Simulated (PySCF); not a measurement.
Isomers of C5H10OS, one GFN2-xTB conformer each. Single-point energies are computed at PBE0/pcSseg-1 (PySCF, gas phase, no added dispersion term), electronic only.

Question: Rank them by PBE0/pcSseg-1 energy, lowest first (kcal/mol).
A. `[CH3:1][CH2:2][O:3]/[CH:4]=[CH:5]/[S:6][CH3:7]` with C1–C2–O3–C4 180°, C2–O3–C4–C5 0°, C4–C5–S6–C7 180°
B. `[CH3:1][CH2:2][C@H:3]1[CH2:4][S@:5](=[O:6])[CH2:7]1` with C1–C2–C3–C4 179°, C2–C3–C4–S5 95°, C3–C4–S5–O6 124°, C4–S5–C7–C3 -18°, C2–C3–C7–S5 -95°

Answer: A (0.0), B (15.8).

As drawn, the lower has a C=C bond outside aromatic rings, which the higher lacks; the higher has a four-membered ring and an S=O bond, which the lower lacks. GFN2-xTB itself gives, in the same order: 8.3, 0.0. GFN2-xTB puts CC[C@H]1C[S@](=O)C1 lowest instead.

Which frontier levels, dipoles and rotational constants go with these structures?

```tsv
SMILES	HOMO (eV, PBE0/pcSseg-1)	LUMO (eV)	dipole (D)	A, B, C (MHz)
CCO/C=C/SC	-5.51	0.85	2.61	6910, 781.0, 711.2
CC[C@H]1C[S@](=O)C1	-6.47	0.44	4.13	5929, 1243, 1171
```
